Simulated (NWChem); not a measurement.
Program: NWChem. System: BI2, charge 0, spin multiplicity 2, at a geometry optimised with UB3LYP/def2-SVP with def2 effective core potentials on I. The structure started from a generated list of species. Its SCF solution wasn't tested for a lower state. Level: UPBE/def2-TZVP with def2 effective core potentials on I.

Job file:

```
start mol
memory heap 200 mb stack 900 mb global 1100 mb
geometry units angstroms nocenter noautoz
  I      1.905929     0.000000    -0.041152
  B      0.000000     0.000000     0.872429
  I     -1.905929     0.000000    -0.041152
  symmetry group C2v
end
basis spherical
  * library def2-tzvp
end
ecp
  I library def2-ecp
end
dft
  xc xpbe96 cpbe96
  odft
  mult 2
  semidirect memsize 60000000 filesize 0
  iterations 100
end
task dft energy
```

Part of the output:

```
             Northwest Computational Chemistry Package (NWChem) 7.3.0
             --------------------------------------------------------

                                NWChem Input Module
                                -------------------

 Scaling coordinates for geometry "geometry" by  1.889725989
 (inverse scale =  0.529177249)

 Turning off AUTOSYM since
 SYMMETRY directive was detected!

                             Geometry "geometry" -> ""
                             -------------------------

 Output coordinates in angstroms (scale by  1.889725989 to convert to a.u.)

  No.       Tag          Charge          X              Y              Z
 ---- ---------------- ---------- -------------- -------------- --------------
    1 I                   53.0000     1.90592900     0.00000000    -0.04115200
    2 B                    5.0000     0.00000000     0.00000000     0.87242900
    3 I                   53.0000    -1.90592900     0.00000000    -0.04115200

 Effective nuclear repulsion energy (a.u.)     522.6530480555

            Nuclear Dipole moment (a.u.)
            ----------------------------
        X                 Y               Z
 ---------------- ---------------- ----------------
     0.0000000000     0.0000000000     0.0000623610

      Symmetry information
      --------------------

 Group name             C2v
 Group number             16
 Group order               4
 No. of unique centers     2

      Symmetry unique atoms

     1    2


 Summary of "ao basis" -> "" (spherical)
 ------------------------------------------------------------------------------
       Tag                 Description            Shells   Functions and Types
 ---------------- ------------------------------  ------  ---------------------
 *                         def2-tzvp                  on all atoms

 Summary of "ao basis" -> "ao basis" (spherical)
 ------------------------------------------------------------------------------
       Tag                 Description            Shells   Functions and Types
 ---------------- ------------------------------  ------  ---------------------
 I                         def2-tzvp                16       50   6s5p3d2f
 B                         def2-tzvp                11       31   5s3p2d1f

 Summary of "ao basis" -> "ao basis" (spherical)
 ------------------------------------------------------------------------------
       Tag                 Description            Shells   Functions and Types
 ---------------- ------------------------------  ------  ---------------------
 I                         def2-tzvp                16       50   6s5p3d2f
 B                         def2-tzvp                11       31   5s3p2d1f

      Symmetry analysis of basis
      --------------------------

        a1         47
        a2         20
        b1         40
        b2         24

            General Information
            -------------------
          SCF calculation type: DFT
          Wavefunction type:  spin polarized.
          No. of atoms     :     3
          No. of electrons :    55
           Alpha electrons :    28
            Beta electrons :    27
          Charge           :     0
          Spin multiplicity:     2
          Use of symmetry is: on ; symmetry adaption is: on
          Maximum number of iterations: 100
          AO basis - number of functions:   131
                     number of shells:    43
          Convergence on energy requested:  1.00D-06
          Convergence on density requested:  1.00D-05
          Convergence on gradient requested:  5.00D-04

              XC Information
              --------------
          PerdewBurkeErnzerhof Exchange Functional  1.000
            Perdew 1991 LDA Correlation Functional  1.000 local
           PerdewBurkeErnz. Correlation Functional  1.000 non-local

             Grid Information
             ----------------
          Grid used for XC integration:  medium
          Radial quadrature: Mura-Knowles
          Angular quadrature: Lebedev.
          Tag              B.-S. Rad. Rad. Pts. Rad. Cut. Ang. Pts.
          ---              ---------- --------- --------- ---------
          I                   1.40      123          12.0       590
          B                   0.85       49          10.0       434
          Grid pruning is: on
          Number of quadrature shells:   172
          Spatial weights used:  Erf1

          Convergence Information
          -----------------------
          Convergence aids based upon iterative change in
          total energy or number of iterations.
          Levelshifting, if invoked, occurs when the
          HOMO/LUMO gap drops below (HL_TOL):  1.00D-02
          DIIS, if invoked, will attempt to extrapolate
          using up to (NFOCK): 10 stored Fock matrices.

                    Damping( 0%)  Levelshifting(0.5)       DIIS
                  --------------- ------------------- ---------------
          dE  on:    start            ASAP                start
          dE off:    2 iters        100 iters           100 iters

      Screening Tolerance Information
      -------------------------------
          Density screening/tol_rho:  1.00D-10
          AO Gaussian exp screening on grid/accAOfunc:  14
          CD Gaussian exp screening on grid/accCDfunc:  20
          XC Gaussian exp screening on grid/accXCfunc:  20
          Schwarz screening/accCoul:  1.00D-08

      Superposition of Atomic Density Guess
      -------------------------------------

 Sum of atomic energies:        -718.85837600

      Non-variational initial energy
      ------------------------------
[...]
  ----- ------------  ---------------      ----- ------------  ---------------
    60      0.416736  2 B  py                57      0.406452  2 B  py
    63      0.319719  2 B  py                20     -0.231373  1 I  py
   101     -0.231373  3 I  py                17     -0.200926  1 I  py
    98     -0.200926  3 I  py                11      0.170210  1 I  py
    92      0.170210  3 I  py                14     -0.148999  1 I  py

 Vector   30  Occ=0.000000D+00  E=-5.105213D-02  Symmetry=a1
              MO Center= -1.3D-13, -2.0D-15,  1.2D-01, r^2= 6.3D+00
   Bfn.  Coefficient  Atom+Function         Bfn.  Coefficient  Atom+Function
  ----- ------------  ---------------      ----- ------------  ---------------
    54      0.616568  2 B  s                 19      0.465057  1 I  px
   100     -0.465057  3 I  px                 6     -0.316252  1 I  s
    55      0.317392  2 B  s                 87     -0.316252  3 I  s
    61     -0.311487  2 B  pz                64     -0.307914  2 B  pz
    58     -0.277948  2 B  pz                16      0.218103  1 I  px

 Vector   31  Occ=0.000000D+00  E= 1.897562D-03  Symmetry=b1
              MO Center=  1.5D-13, -5.2D-17, -6.5D-02, r^2= 7.9D+00
   Bfn.  Coefficient  Atom+Function         Bfn.  Coefficient  Atom+Function
  ----- ------------  ---------------      ----- ------------  ---------------
    62      0.707519  2 B  px                 6     -0.623535  1 I  s
    87      0.623535  3 I  s                 19      0.578250  1 I  px
   100      0.578250  3 I  px                59      0.446228  2 B  px
    21     -0.434213  1 I  pz               102      0.434213  3 I  pz
    56      0.372800  2 B  px                 3      0.169479  1 I  s

                     DFT Final Beta Molecular Orbital Analysis
                     -----------------------------------------

 Vector   25  Occ=1.000000D+00  E=-2.793543D-01  Symmetry=a1
              MO Center= -1.1D-13,  1.4D-13,  1.0D-01, r^2= 4.9D+00
   Bfn.  Coefficient  Atom+Function         Bfn.  Coefficient  Atom+Function
  ----- ------------  ---------------      ----- ------------  ---------------
    18      0.314335  1 I  pz                99      0.314335  3 I  pz
    12     -0.274240  1 I  pz                93     -0.274240  3 I  pz
    15      0.221142  1 I  pz                96      0.221142  3 I  pz
    16      0.151812  1 I  px                97     -0.151812  3 I  px
    21      0.138823  1 I  pz               102      0.138823  3 I  pz

 Vector   26  Occ=1.000000D+00  E=-2.585520D-01  Symmetry=a2
              MO Center= -1.6D-15,  3.0D-17, -2.2D-02, r^2= 5.6D+00
   Bfn.  Coefficient  Atom+Function         Bfn.  Coefficient  Atom+Function
  ----- ------------  ---------------      ----- ------------  ---------------
    17      0.394572  1 I  py                98     -0.394572  3 I  py
    11     -0.332730  1 I  py                92      0.332730  3 I  py
    14      0.269913  1 I  py                95     -0.269913  3 I  py
    20      0.186374  1 I  py               101     -0.186374  3 I  py
     8     -0.042290  1 I  py                89      0.042290  3 I  py

 Vector   27  Occ=1.000000D+00  E=-2.473195D-01  Symmetry=b1
              MO Center=  9.6D-14, -2.0D-15,  6.0D-03, r^2= 5.8D+00
   Bfn.  Coefficient  Atom+Function         Bfn.  Coefficient  Atom+Function
  ----- ------------  ---------------      ----- ------------  ---------------
    18      0.323141  1 I  pz                99     -0.323141  3 I  pz
    12     -0.271035  1 I  pz                93      0.271035  3 I  pz
    16      0.233840  1 I  px                97      0.233840  3 I  px
    15      0.220464  1 I  pz                96     -0.220464  3 I  pz
    10     -0.201348  1 I  px                91     -0.201348  3 I  px

 Vector   28  Occ=0.000000D+00  E=-1.187813D-01  Symmetry=a1
              MO Center= -3.5D-14,  6.6D-14,  7.8D-01, r^2= 4.3D+00
   Bfn.  Coefficient  Atom+Function         Bfn.  Coefficient  Atom+Function
  ----- ------------  ---------------      ----- ------------  ---------------
    55      0.509105  2 B  s                 54      0.458124  2 B  s
    58      0.247240  2 B  pz                18     -0.219274  1 I  pz
    99     -0.219274  3 I  pz                21     -0.214547  1 I  pz
    53      0.215508  2 B  s                102     -0.214547  3 I  pz
     6     -0.183726  1 I  s                 87     -0.183726  3 I  s

 Vector   29  Occ=0.000000D+00  E=-1.039182D-01  Symmetry=b2
              MO Center= -4.2D-14, -3.3D-14,  5.4D-01, r^2= 3.6D+00
   Bfn.  Coefficient  Atom+Function         Bfn.  Coefficient  Atom+Function
  ----- ------------  ---------------      ----- ------------  ---------------
    57      0.400648  2 B  py                60      0.398910  2 B  py
    63      0.356408  2 B  py                20     -0.236667  1 I  py
   101     -0.236667  3 I  py                17     -0.185843  1 I  py
    98     -0.185843  3 I  py                11      0.158251  1 I  py
    92      0.158251  3 I  py                14     -0.140644  1 I  py

 Vector   30  Occ=0.000000D+00  E=-4.247451D-02  Symmetry=a1
              MO Center= -9.2D-14,  7.7D-15,  2.3D-01, r^2= 6.1D+00
   Bfn.  Coefficient  Atom+Function         Bfn.  Coefficient  Atom+Function
  ----- ------------  ---------------      ----- ------------  ---------------
    54      0.586251  2 B  s                 19      0.444988  1 I  px
   100     -0.444988  3 I  px                64     -0.331142  2 B  pz
    61     -0.326227  2 B  pz                58     -0.306707  2 B  pz
     6     -0.284596  1 I  s                 87     -0.284596  3 I  s
    55      0.200527  2 B  s                 16      0.192470  1 I  px

   alpha - beta orbital overlaps
   -----------------------------

   alpha      1      2      3      4      5      6      7      8      9     10
    beta      1      2      3      4      5      6      7      8      9     10
 overlap   1.000  1.000  1.000  0.999  0.999  1.000  1.000  0.999  0.999  0.998

   alpha     11     12     13     14     15     16     17     18     19     20
    beta     11     12     13     14     15     16     17     18     19     20
 overlap   0.998  0.999  0.999  0.997  0.997  0.999  0.999  0.997  0.997  1.000

   alpha     21     22     23     24     25     26     27     28     29     30
    beta     21     22     23     25     24     26     27     28     29     30
 overlap   1.000  0.994  1.000  0.981  0.999  1.000  1.000  0.967  0.997  0.990

   alpha     31     32     33     34     35     36     37     38     39     40
    beta     31     32     33     35     34     37     36     39     38     40
 overlap   0.998  0.995  1.000  0.950  0.995  0.892  0.992  0.997  0.999  0.948

   alpha     41     42     43     44     45     46     47     48     49     50
    beta     41     43     42     44     45     46     47     48     49     50
 overlap   0.989  0.920  0.999  0.995  0.996  1.000  0.994  0.995  0.996  0.999

   alpha     51     52     53     54     55     56     57     58     59     60
    beta     51     52     53     55     54     56     57     58     66     60
 overlap   0.997  0.995  0.995  0.991  1.000  0.992  0.992  0.992  0.863  0.997

   alpha     61     62     63     64     65     66     67     68     69     70
    beta     59     61     63     62     64     65     68     67     69     70
 overlap   0.997  0.998  1.000  0.938  0.997  0.997  0.919  0.997  0.997  0.991

   alpha     71     72     73     74     75     76     77     78     79     80
    beta     71     72     73     74     75     76     77     78     79     80
 overlap   0.998  0.999  0.999  0.999  0.998  0.999  0.999  1.000  0.999  0.998

   alpha     81     82     83     84     85     86     87     88     89     90
    beta     81     82     83     84     85     86     87     88     89     90
 overlap   0.996  0.999  1.000  1.000  1.000  0.996  1.000  1.000  0.996  0.999

   alpha     91     92     93     94     95     96     97     98     99    100
    beta     91     92     93     94     96     95     97     98    101    100
 overlap   0.999  1.000  0.993  0.995  0.992  1.000  0.986  0.996  0.999  0.989

   alpha    101    102    103    104    105    106    107    108    109    110
    beta     99    102    103    104    105    106    107    108    109    110
 overlap   1.000  0.995  0.999  0.999  1.000  1.000  1.000  1.000  1.000  1.000

   alpha    111    112    113    114    115    116    117    118    119    120
    beta    111    112    114    113    115    116    117    118    119    120
 overlap   1.000  1.000  1.000  1.000  1.000  1.000  1.000  1.000  1.000  1.000

   alpha    121    122    123    124    125    126    127    128    129    130
    beta    121    122    123    124    125    126    127    128    129    130
 overlap   1.000  1.000  1.000  1.000  1.000  1.000  1.000  1.000  1.000  1.000

   alpha    131
    beta    131
 overlap   1.000

     --------------------------
     Expectation value of S2:
     --------------------------
      <S2> =      0.7551 (Exact =     0.7500)

 center of mass
 --------------
 x =   0.00000000 y =   0.00000000 z =  -0.00599130

 moments of inertia (a.u.)
 ------------------
          31.449251601262           0.000000000000           0.000000000000
           0.000000000000        3323.784825609638           0.000000000000
           0.000000000000           0.000000000000        3292.335574008376

     Multipole analysis of the density
     ---------------------------------

     L   x y z        total         alpha         beta         nuclear
     -   - - -        -----         -----         ----         -------
     0   0 0 0     -0.000000    -28.000000    -27.000000     55.000000

     1   1 0 0     -0.000000     -0.000000     -0.000000      0.000000
     1   0 1 0      0.000000     -0.000000      0.000000      0.000000
     1   0 0 1     -0.267288     -3.246949     -1.375297      4.354959

     2   2 0 0    -41.150012   -347.682493   -342.073744    648.606225
     2   1 1 0      0.000000      0.000000      0.000000      0.000000
     2   1 0 1      0.000000      0.000000      0.000000      0.000000
     2   0 2 0    -43.936997    -22.569834    -21.367163      0.000000
     2   0 1 1      0.000000     -0.000000      0.000000      0.000000
     2   0 0 2    -45.466751    -33.687400    -25.671992     13.892641

 Task  times  cpu:       10.3s     wall:       10.3s

 Total times  cpu:       10.4s     wall:       10.4s
```
